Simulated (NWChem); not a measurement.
Molecule: trimethylarsine (C$_{3}$H$_{9}$As); SMILES C[As](C)C

All runs: NWChem. Medium grid unless said otherwise, to which SCAN and Minnesota functionals are sensitive. Coordinates come from a PBE0/def2-SVP optimisation. Hybrids' shares of exact exchange are those that their runs print; pure functionals count as 0. The functionals differ in more than this share.

```csv
row,share of exact exchange,orbital gap (eV)
"LDA (Slater exchange, VWN5)/def2-TZVPD",0.00,5.23
PBE/def2-TZVPD,0.00,5.19
B3LYP/def2-TZVPD,0.20,6.44
PBE0/def2-TZVPD,0.25,6.86
M06-2X/def2-TZVPD,0.54,8.10
Hartree-Fock/def2-TZVPD,1.00,withheld
```

**Question.** Fit a straight line of the last column on the one before it, predict the withheld value, and compare with the run.

**Answer.** 
1. Means of the 5 shown rows: x = 0.198, y = 6.364. Slope Σ(x − x̄)(y − ȳ)/Σ(x − x̄)² = 1.077/0.1981 = 5.435; intercept 5.288.
2. The shown rows scatter about the line by 0.125 (root mean square); the largest residual is +0.21, at PBE0/def2-TZVPD.
3. At x = 1.00 (Hartree-Fock/def2-TZVPD; beyond the shown range) the line gives 10.72.
4. The run gives 10.98, +0.26 from the line, 2.1 times the scatter.
